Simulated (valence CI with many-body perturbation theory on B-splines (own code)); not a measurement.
Cs²²⁺: electric-dipole lines

Level of theory: relativistic CI+MBPT: five valence electrons over a frozen Dirac-Fock core [Ar] 3d10, radial functions for each j: 11 s, 11 p, 10 d, 8 f, 5 g, 2 h, with the one-electron correlation potential Σ1, the two-electron term Σ2, the three-electron term Σ3, Breit, model QED; selected CI, second order for the rest, scaled by the run's own slope (own B-spline code, finite nucleus).

No measured levels were compared; by estimate levels hold to about 250 cm⁻¹ or 0.2 % of their energy and the worst to 1 %, as in measured heavy ions of charge 2 to 7; those with d or f electrons hold less well. Among the levels kept, up to 2100 cm⁻¹ of a level comes from second order outside the variational space, and about a tenth of that is noise between levels of different J, which matters for small intervals.

Lines 51 to 100 of 551 in falling wavelength, among levels below 1865900 cm⁻¹, chosen from the strongest by gf and those to the six lowest levels. Wavelengths and rates use the calculated energies, so an error of 2000 cm⁻¹ moves a line at 167.8 Å by 0.34 % and its rate by three times that or more. Electric multipoles are in the length gauge, E1 and E2 with the static RPA response of the core. Weak lines are less certain than strong ones. Lines between different terms over intervals too small for the method are left out, as are lines whose strength nearly cancels. Where a level lies close to another of its J and parity, the split of strength between their lines is uncertain. The highest levels of a list are the least certain.

Levels are named by their leading jj configuration (3d3/2^4 stands for four electrons in 3d with j = 3/2), which in mixed levels can hold well under half, so a name can repeat and another be missing. Letters in brackets count levels of one name in rising energy.

| λ vac (Å) | Upper | Lower | A (s⁻¹) | S (a.u.) |
| --- | --- | --- | --- | --- |
| 167.8 | (4s 4p1/2 4p3/2^3) J=3/2 [b] | (4s^2 4p1/2 4p3/2^2) J=1/2 | 4.46e+09 | 4.16e-02 |
| 167.5 | (4s 4p1/2 4p3/2^2 4d5/2) J=7/2 [b] | (4s^2 4p1/2 4p3/2 4d5/2) J=5/2 [a] | 1.37e+10 | 2.54e-01 |
| 167.2 | (4s 4p1/2^2 4p3/2 4d3/2) J=5/2 [b] | (4s^2 4p1/2^2 4d3/2) J=3/2 | 2.14e+10 | 2.96e-01 |
| 167.1 | (4s 4p1/2 4p3/2^2 4d5/2) J=5/2 [e] | (4s^2 4p1/2 4p3/2 4d3/2) J=3/2 [b] | 7.06e+09 | 9.76e-02 |
| 167.1 | (4s 4p1/2 4p3/2^2 4d3/2) J=3/2 [b] | (4s^2 4p1/2 4p3/2 4d3/2) J=3/2 [a] | 1.09e+10 | 1.01e-01 |
| 166.9 | (4s 4p3/2^3 4d3/2) J=5/2 [b] | (4s^2 4p3/2^2 4d3/2) J=5/2 | 1.46e+10 | 2.02e-01 |
| 166.6 | (4s^2 4p1/2 4p3/2 4d5/2) J=3/2 [a] | (4s^2 4p3/2^3) J=3/2 | 1.09e+09 | 9.94e-03 |
| 166.6 | (4s 4p1/2 4p3/2^2 4d5/2) J=7/2 [e] | (4s^2 4p1/2 4p3/2 4d5/2) J=7/2 [b] | 7.32e+09 | 1.34e-01 |
| 166.3 | (4s 4p3/2^3 4d5/2) J=5/2 [a] | (4s^2 4p3/2^2 4d5/2) J=7/2 | 1.46e+10 | 1.99e-01 |
| 165.9 | (4s 4p1/2 4p3/2^3) J=5/2 | (4s^2 4p1/2 4p3/2^2) J=3/2 | 4.30e+08 | 5.81e-03 |
| 165.9 | (4s 4p1/2 4p3/2^2 4d3/2) J=5/2 [b] | (4s^2 4p1/2 4p3/2 4d3/2) J=3/2 [a] | 8.91e+09 | 1.20e-01 |
| 165.5 | (4s 4p1/2 4p3/2^2 4d5/2) J=5/2 [d] | (4s^2 4p1/2 4p3/2 4d5/2) J=3/2 [a] | 1.61e+10 | 2.16e-01 |
| 165.5 | (4s 4p1/2 4p3/2^2 4d3/2) J=7/2 [b] | (4s^2 4p1/2 4p3/2 4d3/2) J=7/2 | 1.65e+10 | 2.95e-01 |
| 165.4 | (4s^2 4p1/2^2 4d3/2) J=3/2 | (4s^2 4p1/2 4p3/2^2) J=3/2 | 7.67e+09 | 6.85e-02 |
| 165.2 | (4s 4p1/2^2 4p3/2^2) J=3/2 | (4s^2 4p1/2^2 4p3/2) J=3/2 | 2.82e+10 | 2.51e-01 |
| 165.1 | (4s 4p1/2 4p3/2^2 4d5/2) J=5/2 [e] | (4s^2 4p1/2 4p3/2 4d3/2) J=5/2 [b] | 2.00e+10 | 2.66e-01 |
| 164.5 | (4s 4p1/2 4p3/2^2 4d3/2) J=3/2 [e] | (4s^2 4p1/2 4p3/2 4d3/2) J=1/2 [b] | 1.10e+10 | 9.67e-02 |
| 164.3 | (4s 4p1/2 4p3/2^2 4d3/2) J=3/2 [e] | (4s^2 4p1/2 4p3/2 4d3/2) J=3/2 [b] | 1.66e+10 | 1.46e-01 |
| 164.3 | (4s 4p3/2^3 4d5/2) J=5/2 [c] | (4s^2 4p3/2^2 4d3/2) J=3/2 [b] | 8.46e+09 | 1.11e-01 |
| 164.1 | (4s 4p3/2^4) J=1/2 | (4s^2 4p3/2^3) J=3/2 | 4.46e+10 | 1.95e-01 |
| 163.8 | (4s 4p3/2^3 4d5/2) J=5/2 [b] | (4s^2 4p3/2^2 4d5/2) J=5/2 [a] | 1.55e+10 | 2.02e-01 |
| 163.6 | (4s 4p1/2^2 4p3/2^2) J=1/2 | (4s^2 4p1/2^2 4p3/2) J=3/2 | 2.43e+10 | 1.05e-01 |
| 163.1 | (4s^2 4p1/2 4p3/2 4f5/2) J=5/2 [a] | (4s^2 4p3/2^2 4d3/2) J=7/2 | 1.45e+10 | 1.86e-01 |
| 163.0 | (4s 4p1/2 4p3/2^2 4d5/2) J=3/2 [d] | (4s^2 4p1/2 4p3/2 4d5/2) J=3/2 [b] | 2.48e+10 | 2.12e-01 |
| 162.2 | (4s 4p3/2^3 4d5/2) J=3/2 [b] | (4s^2 4p3/2^2 4d5/2) J=5/2 [b] | 2.63e+10 | 2.22e-01 |
| 162.2 | (4s^2 4p1/2 4d3/2 4d5/2) J=9/2 | (4s^2 4p3/2^2 4d5/2) J=9/2 | 1.20e+10 | 2.52e-01 |
| 161.9 | (4s^2 4p1/2^2 4d5/2) J=5/2 | (4s^2 4p1/2 4p3/2^2) J=5/2 | 1.06e+09 | 1.33e-02 |
| 161.7 | (4s 4p1/2 4p3/2^2 4d3/2) J=1/2 [d] | (4s^2 4p1/2 4p3/2 4d3/2) J=1/2 [b] | 2.83e+10 | 1.18e-01 |
| 161.7 | (4s 4p1/2 4p3/2^2 4d5/2) J=9/2 [d] | (4s^2 4p1/2 4p3/2 4d5/2) J=9/2 | 2.10e+10 | 4.38e-01 |
| 160.7 | (4s 4p1/2 4p3/2^2 4d3/2) J=3/2 [b] | (4s^2 4p1/2 4p3/2 4d3/2) J=5/2 [a] | 1.64e+10 | 1.34e-01 |
| 160.7 | (4s 4p3/2^3 4d5/2) J=5/2 [c] | (4s^2 4p3/2^2 4d5/2) J=5/2 [a] | 1.56e+10 | 1.92e-01 |
| 160.5 | (4s 4p1/2 4p3/2^2 4d3/2) J=7/2 [b] | (4s^2 4p1/2 4p3/2 4d3/2) J=5/2 [a] | 7.51e+09 | 1.23e-01 |
| 160.3 | (4s 4p1/2 4p3/2^2 4d5/2) J=3/2 [c] | (4s^2 4p1/2 4p3/2 4d5/2) J=3/2 [a] | 1.55e+10 | 1.26e-01 |
| 160.0 | (4s 4p3/2^3 4d5/2) J=7/2 [a] | (4s^2 4p3/2^2 4d5/2) J=7/2 | 1.82e+10 | 2.95e-01 |
| 159.9 | (4s 4p1/2 4p3/2^2 4d5/2) J=5/2 [g] | (4s^2 4p1/2 4p3/2 4d5/2) J=3/2 [b] | 1.05e+10 | 1.27e-01 |
| 159.7 | (4s 4p1/2 4p3/2^2 4d3/2) J=5/2 [b] | (4s^2 4p1/2 4p3/2 4d3/2) J=5/2 [a] | 1.74e+10 | 2.10e-01 |
| 159.6 | (4s 4p1/2 4p3/2^2 4d5/2) J=5/2 [b] | (4s^2 4p1/2 4p3/2 4d3/2) J=7/2 | 1.73e+10 | 2.08e-01 |
| 159.5 | (4s 4p1/2^2 4p3/2 4d5/2) J=3/2 | (4s^2 4p1/2^2 4d5/2) J=5/2 | 2.88e+10 | 2.30e-01 |
| 159.5 | (4s^2 4p1/2 4p3/2 4d3/2) J=5/2 [b] | (4s^2 4p3/2^3) J=3/2 | 2.38e+08 | 2.86e-03 |
| 159.4 | (4s 4p1/2 4p3/2^2 4d3/2) J=5/2 [c] | (4s^2 4p1/2 4p3/2 4d5/2) J=7/2 [a] | 2.08e+10 | 2.50e-01 |
| 159.2 | (4s^2 4p1/2 4d3/2 4d5/2) J=9/2 | (4s^2 4p3/2^2 4d5/2) J=7/2 | 4.96e+09 | 9.87e-02 |
| 158.9 | (4s 4p1/2 4p3/2^2 4d3/2) J=7/2 [c] | (4s^2 4p1/2 4p3/2 4d5/2) J=7/2 [a] | 9.00e+09 | 1.43e-01 |
| 158.7 | (4s 4p1/2 4p3/2^3) J=3/2 [b] | (4s^2 4p1/2 4p3/2^2) J=5/2 | 4.44e+10 | 3.50e-01 |
| 158.7 | (4s 4p1/2^2 4p3/2 4d5/2) J=5/2 [b] | (4s^2 4p1/2^2 4d5/2) J=5/2 | 2.24e+10 | 2.65e-01 |
| 158.5 | (4s 4p1/2 4p3/2^2 4d5/2) J=3/2 [e] | (4s^2 4p1/2 4p3/2 4d5/2) J=5/2 [b] | 2.17e+10 | 1.70e-01 |
| 158.0 | (4s 4p3/2^3 4d5/2) J=3/2 [b] | (4s^2 4p3/2^2 4d5/2) J=3/2 | 1.06e+10 | 8.28e-02 |
| 157.9 | (4s 4p1/2 4p3/2^2 4d3/2) J=3/2 [d] | (4s^2 4p1/2 4p3/2 4d3/2) J=1/2 [a] | 1.47e+10 | 1.14e-01 |
| 157.8 | (4s 4p1/2 4p3/2^2 4d5/2) J=7/2 [b] | (4s^2 4p1/2 4p3/2 4d5/2) J=7/2 [a] | 1.94e+10 | 3.02e-01 |
| 157.8 | (4s 4p3/2^3 4d5/2) J=3/2 [a] | (4s^2 4p3/2^2 4d3/2) J=1/2 | 1.28e+10 | 9.95e-02 |
| 157.6 | (4s^2 4p1/2 4p3/2 4d3/2) J=3/2 [b] | (4s^2 4p3/2^3) J=3/2 | 1.58e+09 | 1.22e-02 |
